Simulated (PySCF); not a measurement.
Compound: CH₆BFGe.
Bonds: C1–B2, B2–F3, B2–Ge4. Hydrogens: H5, H6, H7 on C1; H8, H9, H10 on Ge4.

Computed, not measured: PySCF 2.14.0, PBE0-D3(BJ)/def2-SVP geometry optimisation, gas phase.

**Question.** What internal coordinates does the optimisation give?

**Answer.** 
```csv
bond,length (Å)
C1–B2,1.559
B2–F3,1.329
B2–Ge4,2.087
"C1–H5, C1–H6, C1–H7",1.103
"Ge4–H8, Ge4–H9, Ge4–H10",1.543
```

Bonds in one row agree within 0.01 Å and their mean is given. A selection of angles:
```csv
angle,degrees
B2–C1–H5,112.8
B2–C1–H7,106.7
H5–C1–H6,110.2
H5–C1–H7,107.4
H6–C1–H7,106.0
C1–B2–F3,118.5
C1–B2–Ge4,125.3
F3–B2–Ge4,116.2
B2–Ge4–H8,109.7
B2–Ge4–H9,112.6
B2–Ge4–H10,112.2
H8–Ge4–H9,107.0
```

Ge4 (germanium bonded to B and 3 H) is tetrahedral (angles from 107.0° to 112.6°). The 4 heavy atoms lie in one plane (0.003 Å rms). B2 (three-coordinate boron) is planar (angles 125.3°, 118.5° and 116.2°, sum 360.0°, 0.01 Å off the plane of its three neighbours).

No PBE0-D3(BJ)/def2-SVP frequencies stand behind this structure, so it isn't proved a minimum.
